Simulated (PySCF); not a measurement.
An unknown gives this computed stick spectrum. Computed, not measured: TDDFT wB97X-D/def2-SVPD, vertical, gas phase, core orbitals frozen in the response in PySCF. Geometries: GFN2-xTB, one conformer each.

```csv
state,λ (nm),f
S1,250.6,0.018
S2,233.2,0.0051
S3,199.0,0.077
S4,195.4,0.0074
S5,182.4,0.013
S6,179.4,0.0034
S7,177.8,0.141
S8,175.0,0.073
```

Orbital energies (eV): HOMO-3 -11.14, HOMO-2 -10.90, HOMO-1 -10.16, HOMO -8.04, LUMO 1.09, LUMO+1 1.52, LUMO+2 1.87.

Problem. Which candidate is it? All have the formula C2H13NSi3.
A. `N([SiH](C)C)([SiH3])[SiH3]`
B. `CC[SiH2]N([SiH3])[SiH3]`
C. `C([SiH3])[SiH2][SiH2]NC`
D. `[SiH3][SiH2][SiH2]N(C)C`

Solution. D. Its S1, at 4.95 eV, is the lowest among the candidates; the nearest of the others has S1 at 5.48 eV. S1 is HOMO→LUMO (92%). Löwdin shares by element: HOMO nitrogen 50%, silicon 16% or more, carbon 7% or more (atoms not listed hold the other 26%); LUMO silicon 65%, hydrogen 8% or more (atoms not listed hold the other 28%). At the same level the other candidates give, for their lowest levels:
- `C[SiH](C)N([SiH3])[SiH3]`: 195 nm (f 0.001); 171 nm (f 0.036); 170 nm (f 0.031); 162 nm (f 0.002); 160 nm (f 0.012); T1 6.11 eV; HOMO -9.06, LUMO 1.80 eV
- `CC[SiH2]N([SiH3])[SiH3]`: 195 nm (f 0.001); 177 nm (f 0.008); 172 nm (f 0.005); 163 nm (f 0.067); 157 nm (f 0.010); T1 6.09 eV; HOMO -9.25, LUMO 1.63 eV
- `CN[SiH2][SiH2]C[SiH3]`: 226 nm (f 0.004); 192 nm (f 0.019); 182 nm (f 0.013); 178 nm (f 0.024); 176 nm (f 0.008); T1 5.26 eV; HOMO -8.60, LUMO 1.26 eV

Conformer computed: `[CH3:1][N:2]([CH3:3])[SiH2:4][SiH2:5][SiH3:6]`: C1–N2–Si4–Si5 -74°, N2–Si4–Si5–Si6 18°.
Triplets come from the Tamm–Dancoff approximation.
